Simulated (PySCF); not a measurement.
# Relaxation of doublet TiCl3

Level of theory: UPBE0/[Ti def2-TZVP, Cl def2-TZVP], no relativity, density fitting, PySCF. A (50,194) grid was used.

A hand-made trigonal planar start, of D3h symmetry, held to at least that symmetry:

Coordinates in bohr (charge 0 multiplicity 2):
```
Ti    0.0000    0.0000    0.0000
Cl    4.4409    0.0000    0.0000
Cl   -2.2205    3.8459    0.0000
Cl   -2.2205   -3.8459    0.0000
```

Problem. What does it relax to?

Solution. It ends at D3h with Ti–Cl 2.190 Å (×3); Cl–Ti–Cl 120.0° (×3). A frequency run shows a minimum.

Problem. How much energy is released, and in how many steps?

Solution. 52.6 kJ/mol in 4 steps.

Other spin states or occupations of the open shell can lie lower.
